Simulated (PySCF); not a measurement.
Structure with atom numbers: `[CH3:1][C:2]#[C:3][SiH2:4][CH2:5]/[CH:6]=[CH:7]/[Cl:8]`. Hydrogens are named by the atom that carries them.

All values are calculated (PySCF 2.14): GFN2-xTB structure, shielding tensors at PBE0/pcSseg-1 (GIAO). Non-relativistic, averaged over atoms made equivalent by symmetry, fast rotation or ring inversion, single conformer, no solvent model.

Chemical shifts δ = σref − σ; TMS for $^{13}$C, all at this level.

Question: Do the $^{13}$C shifts follow the atomic charges (in e)? Tabulate both.

Answer: 
```csv
atoms,hybridisation,δ (ppm),σ para (ppm),Hirshfeld,IAO,Mulliken,ESP-fitted
C6,sp2,137.0,-208,-0.05,-0.14,-0.14,+0.04
C7,sp2,129.0,-196,-0.04,-0.18,-0.11,-0.34
C2,sp,116.2,-204,-0.02,+0.01,-0.12,+0.30
C3,sp,80.4,-151,-0.19,-0.39,-0.42,-0.55
C5,sp3,21.0,-88,-0.15,-0.53,-0.47,-0.46
C1,sp3,6.0,-71,-0.09,-0.44,-0.16,-0.57
```

Correlation coefficients of δ with charge over these carbons: Hirshfeld +0.57, IAO +0.85, Mulliken +0.52, ESP-fitted +0.68; with the paramagnetic shielding -0.99. With so few points, grouped by hybridisation, these coefficients are fragile. Charge is one influence among several: hybridisation and low-lying excitations act through the paramagnetic term.

Carbons that carry Cl, above all several Cl atoms, come out too deshielded, partly because spin–orbit coupling is missing. Shifts are as computed. Against solution values, carbons near 30 ppm lie about +3 ppm off and those near 130 ppm about +5 ppm; carbons on Cl a further +6 ppm. Of 1211 compounds with measured shifts, 218 miss one by over three times the rms of a fit or turn the order of signals round; such compounds aren't used in these exercises.
